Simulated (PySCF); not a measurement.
## HAsN + NH₃ → AsH₄ + N₂

Level: PBE0 in the def2-TZVP basis family, all electrons, no relativity, computed in PySCF with density fitting; open shells unrestricted.

| species | state and structure | E (Eh) | ZPE (kJ/mol) | H(298 K) − H(0) (kJ/mol) | S° (J/(mol K)) |
| --- | --- | --- | --- | --- | --- |
| HAsN | doublet, Cs, As–H 1.547 Å, As–N 1.703 Å; H–As–N 95.7° | -2290.80532 | 21.3 | 10.4 | 254.7 |
| NH₃ | singlet, C3v, N–H 1.013 Å (×3); H–N–H 107.1° (×3) | -56.51312 | 90.6 | 10.0 | 192.4 |
| AsH₄ | doublet, C2v, As–H 1.511 Å (×2), As–H 1.654 Å (×2); H–As–H 92.2° (×4), H–As–H 96.5°, H–As–H 173.2° | -2237.89559 | 69.1 | 11.0 | 239.7 |
| N₂ | singlet, D∞h, N–N 1.089 Å | -109.44629 | 14.9 | 8.7 | 191.4 |

Problem. What is the electronic reaction energy?

Solution. At PBE0/def2-TZVP, ΔE = -61.5 kJ/mol from the differences of the total energies times 2625.5, downhill. 

Problem. Add zero-point, thermal and entropy terms for 298.15 K and 1 bar.

Solution. ΔZPE = -27.9 and Δ[H(298) − H(0)] = -0.7 kJ/mol give ΔH° = -90.1 kJ/mol. ΔS° = -16.0 J/(mol K), so ΔG° = -90.1 − 298.15 × (-0.0160) = -85 kJ/mol and log₁₀K = 14.9.

Each species is the lowest minimum found with this bonding; other isomers or fragments can lie lower.
